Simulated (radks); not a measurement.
Q: In, 49 electrons, occupied as [Kr] 4d10 5s2 5p1. Method: scalar-relativistic Kohn-Sham, PBE, spin-polarised, spherical densities, finite nucleus; open shells are filled with parallel spins first (spin-orbit coupling, left out, can overturn this in heavy ions); Fermi nuclear charge, rms radius 4.6156 fm; computed with a radial shooting solver on a logarithmic mesh with Libxc functionals. Some entries of the table are withheld. Estimate them.

| orbital | occ. | eigenvalue (eV) | r(max) (bohr) |
|---|---|---|---|
| 1s up | 1 | -27752.71 | 0.01922 |
| 1s down | 1 | -27752.70 | 0.01922 |
| 2s up | 1 | -4155.393 | 0.1086 |
| 2s down | 1 | -4155.393 | 0.1086 |
| 2p up | 3 | -3729.785 | 0.08692 |
| 2p down | 3 | -3729.779 | 0.08692 |
| 3s up | 1 | -788.4793 | 0.3155 |
| 3s down | 1 | -788.4719 | 0.3155 |
| 3p up | 3 | -649.0845 | 0.3088 |
| 3p down | 3 | -649.0760 | 0.3088 |
| 3d up | 5 | -432.6598 | 0.2582 |
| 3d down | 5 | -432.6531 | 0.2582 |
| 4s up | 1 | -119.6039 | 0.7698 |
| 4s down | 1 | -119.5902 | 0.7698 |
| 4p up | 3 | -78.0833 | 0.8160 |
| 4p down | 3 | -78.0667 | 0.8161 |
| 4d up | 5 | -18.6044 | 0.9314 |
| 4d down | 5 | -18.5305 | 0.9311 |
| 5s up | 1 | -8.4431 | (1) |
| 5s down | 1 | -7.8669 | (2) |
| 5p up | 1 | -2.7785 | (3) |
| 5p down | 0 | -2.1206 | (4) |

A: 
(1) 5s up r(max) (bohr): 2.166
(2) 5s down r(max) (bohr): 2.144
(3) 5p up r(max) (bohr): 2.869
(4) 5p down r(max) (bohr): 2.844
